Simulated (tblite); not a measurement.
Run record: tight-binding relaxation, `CB(C)[B]([GeH3])[GeH2][Br]`.

Computed with GFN2-xTB geometry optimisation, gas phase (tblite 0.8.0). Start geometry: from a force field or distance geometry. A driver script takes a list of jobs; this job's settings line and coordinates (Å) are shown.

Command:
```bash
OMP_NUM_THREADS=1 python probes_run.py task.json out
```

Input:
```
{"job": {"kind": "relax", "xc": "GFN2-xTB", "basis": "xTB"}, "charge": 0, "multiplicity": 1}
C     -1.012200    -1.931000    -0.271600
B     -0.790000    -0.399800     0.156000
C     -2.054100     0.530100    -0.057600
B      0.724200     0.283300     0.099200
Ge     0.792600     2.280100    -0.181200
Ge     2.198900    -0.795400    -0.796200
Br     2.838600    -2.645200     0.447000
H     -1.338600    -2.551100     0.589500
H     -0.071700    -2.327300    -0.703400
H     -1.802500    -1.919600    -1.071700
H     -2.000100     0.819000    -1.149300
H     -3.012900     0.008700     0.094800
H     -1.954100     1.472900     0.528100
H     -0.224900     3.002900     0.721200
H      0.377400     2.507900    -1.673400
H      2.238400     2.768300    -0.002700
H      1.660100    -1.226200    -2.181900
H      3.421900     0.128800    -1.087900
```

Output:
```
step      E/eV     max force
  0    -551.00457    1.200
  1    -551.13199    0.756
  2    -551.29977    0.747
  3    -551.34070    0.581
  4    -551.40537    0.562
  5    -551.43037    0.523
  6    -551.46380    0.457
  7    -551.48081    0.363
  8    -551.50003    0.328
  9    -551.51755    0.384
... (186 lines left out)
196    -552.13394    0.029
197    -552.13412    0.023
198    -552.13422    0.017
199    -552.13431    0.019
200    -552.13438    0.016
201    -552.13442    0.011
202    -552.13444    0.015
203    -552.13446    0.012
204    -552.13448    0.011
205    -552.13449    0.009
```

«max force» is the largest atomic force in eV/Å.

Q: From which step on does the largest force stay under 0.1 eV/Å, and how much energy is left to gain from there?

A: From step 175 (0.042 eV/Å), 12.2 meV above the end.

Summary of the converged run: energy lowered by 26.1 kcal/mol over 205 steps; largest atomic force 0.009 eV/Å at the end.

Q: Give the final coordinates.

A: 1.322 Å rms from the input after alignment:
```
atom  x, y, z in Å
C1    -1.0758   -1.4651    0.8072
B2    -0.8584   -0.3528   -0.3042
C3    -2.0905   -0.0544   -1.2605
B4     0.5560    0.3944   -0.4244
Ge5    0.9906    2.1189    0.4975
Ge6    2.0514   -0.4142   -1.5173
Br7    2.2434   -2.6615   -1.0457
H8    -0.5598   -1.2531    1.7429
H9    -0.6487   -2.3978    0.4320
H10   -2.1218   -1.6587    1.0309
H11   -1.8290    0.4337   -2.1983
H12   -2.6618   -0.9508   -1.4919
H13   -2.7687    0.6170   -0.7320
H14    0.1917    2.4283    1.7253
H15    0.7616    3.3092   -0.3862
H16    2.4205    2.2787    0.9316
H17    1.9015   -0.4237   -3.0364
H18    3.4892    0.0583   -1.3116
```

Q: Estimate the wall time. Hardware: Arm Neoverse V1, one thread, no GPU, shared host with 32 logical CPUs at a one-minute load of 7.7.

A: About 2.2 s.
Labels such as C1 count atoms from 1, the log's own numbers from 0.
